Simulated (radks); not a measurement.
Results of a calculation; reference values are marked as such.
K, 19 electrons, occupied as [Ar] 4s1. Code: a radial shooting solver on a logarithmic mesh with Libxc functionals. Model: scalar-relativistic Kohn-Sham, LDA (Slater exchange, VWN5 correlation), spin-polarised, spherical densities, finite nucleus; open shells are filled with parallel spins first; Fermi nuclear charge, rms radius 3.4349 fm.

Normalised radial functions P(r) = r R(r), r in bohr:

r,2p up,4s up,4s down
0.01224,0.0297,0.0379,0.0367
0.01856,0.0638,0.0502,0.0487
0.02814,0.1332,0.0616,0.0598
0.04265,0.2667,0.0661,0.0641
0.06466,0.5013,0.0533,0.0517
0.0988,0.8667,0.0113,0.0110
0.1498,1.2962,-0.0563,-0.0546
0.227,1.6047,-0.1140,-0.1107
0.3442,1.5278,-0.0932,-0.0904
0.5259,0.9992,0.0439,0.0427
0.7972,0.3932,0.1898,0.1841
1.208,0.0749,0.1541,0.1484
1.832,0.0050,-0.1044,-0.1040
2.799,0.0001,-0.3961,-0.3833
4.243,0.0000,-0.4914,-0.4734
6.432,0.0000,-0.3364,-0.3460
9.751,0.0000,-0.1114,-0.1361
14.9,0.0000,-0.0135,-0.0217

2p up: eigenvalue -279.95 eV, 0 radial nodes, <r> = 0.351 bohr, 90 % of the charge inside 0.581 bohr. 4s up: eigenvalue -2.628 eV, 3 radial nodes at r = 0.107, 0.471, 1.59 bohr, <r> = 4.82 bohr, 90 % of the charge inside 7.28 bohr. 4s down (empty): eigenvalue -2.033 eV, 3 radial nodes at r = 0.107, 0.471, 1.58 bohr, <r> = 5.04 bohr, 90 % of the charge inside 7.75 bohr.
